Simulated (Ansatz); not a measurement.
`Cl[SiH2]N[SiH2]Cl` + H₂ → `[SiH3]N[SiH2]Cl` + HCl  (hydrogenolysis of the Si–Cl bond)

Isolated molecules relaxed with PBE0-D4/def2-TZVP in Ansatz; ΔE leaves out vibrations. CCSD(T)/CBS is the MP2 limit (def2-TZVPP, def2-QZVPP) plus CCSD(T) − MP2 in def2-TZVPP, frozen cores. This one scheme is used for every species. Functionals use def2-TZVPP. B3LYP here is the variant with VWN-RPA as its local correlation; programs differ in this. HSE06 is defined as in plane-wave codes. One conformer a species, not always the lowest.

```json
{"level": "r2SCAN-D4", "ΔE (kJ/mol)": "94.3"}
{"level": "PBE0-D4", "ΔE (kJ/mol)": "88.5"}
{"level": "B3LYP-D4", "ΔE (kJ/mol)": "88.6"}
{"level": "CAM-B3LYP-D4", "ΔE (kJ/mol)": "85.1"}
{"level": "PBE0", "ΔE (kJ/mol)": "84.4"}
{"level": "HSE06", "ΔE (kJ/mol)": "84.6"}
{"level": "MP2/def2-TZVPP", "ΔE (kJ/mol)": "93.8"}
{"level": "MP2/def2-QZVPP", "ΔE (kJ/mol)": "97.3"}
```

(1) What does CCSD(T)/CBS give? (An estimate is asked.)

Largest T1 diagnostic among the species: 0.010.

Results:

(1) Computed: +89.8 kJ/mol. The listed levels differ from it by 4.5, -1.3, -1.2, -4.7, -5.4, -5.2, 4.0, 7.5 kJ/mol.

At CCSD(T), def2-SVP lies −18.4 kJ/mol from the extrapolated value and def2-TZVPP −5.9 kJ/mol. Leaving LDA and LC-ωPBE aside and taking each functional with its dispersion term where it has one, the values spread over 9.2 kJ/mol, from CAM-B3LYP-D4 to r2SCAN-D4.

CCSD(T)/CBS has its own doubt, a few kJ/mol and more with outer-core shells, so smaller differences from it don't rank the levels.
